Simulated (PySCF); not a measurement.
Electron correlation in Br (bromine, neutral)

[Ar] 3d10 4s2 4p4 4d1, one real determinant (an excited configuration). Computed with PySCF 2.14 in aug-cc-pVQZ-PP with one added diffuse shell each of s, p, d, f, g type with ECP10MDF (8s7p6d4f3g, 114 functions), with a scalar-relativistic core potential. Frozen: 3s2 3p6 3d10; 7 electrons correlated.

MP2 pair energies summed by pair of shells (mhartree):

| pair | energy | share (%) |
| --- | --- | --- |
| 4s-4p | -52.84 | 42.8 |
| 4p-4p | -50.77 | 41.1 |
| 4s-4s | -9.38 | 7.6 |
| 4p-4d | -7.82 | 6.3 |
| 4s-4d | -2.72 | 2.2 |

Total MP2 correlation energy: -123.52 mhartree.

Same-spin part -30.09 and opposite-spin part -93.43 mhartree; SCS-MP2 scales them by 1/3 and 6/5 to -122.15 mhartree.

The reference is one real determinant that mixes LS terms of this configuration.
